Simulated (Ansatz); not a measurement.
The cluster Ti2Cl⁻. The state is a triplet with charge -1. Geometry r2SCAN-D4/def2-TZVP, that of the neutral doublet; atoms count from 1.

```csv
atom,x (Å),y (Å),z (Å)
Ti1,-2.135,0.123,0.431
Ti2,0.349,0.770,-0.458
Cl3,1.786,-0.893,0.027
```

The charge -1 triplet is spin-contaminated (final ⟨S²⟩ up to 4.05, 2.00 for a pure state). The highest occupied level of the charge -1 triplet lies above zero (up to 0.02 eV). It is a level of β spin, whose loss leaves a quartet; that state wasn't run at this geometry and level. The electron is either unbound and held by the finite basis, or the level is raised by self-interaction error. The structure comes from a short search, and lower isomers may exist.

Q: Estimate the Mulliken populations from the PBE0/def2-TZVPD orbitals of Ansatz.

A: 
| atom | charge (e) | spin (α − β) | d electrons |
| --- | --- | --- | --- |
| Ti1 | -0.38 | 2.43 | 2.63 |
| Ti2 | -0.08 | -0.47 | 2.60 |
| Cl3 | -0.54 | 0.05 | – |
Mulliken values and Mayer orders depend strongly on the basis. With diffuse functions, as here, like atoms can get unlike values, and bond orders can come out too low or too high.

Q: Where does the spin sit?

A: Summed by element: Ti 1.95, Cl 0.05, of 2 unpaired in all. Largest on single atoms: Ti1 2.43, Ti2 -0.47, Cl3 0.05.

Q: And the Mayer bond orders between bonded heavy atoms (over 0.3)?

A: Ti1–Ti2 1.80 (2.72 Å); Ti2–Cl3 0.70 (2.25 Å).
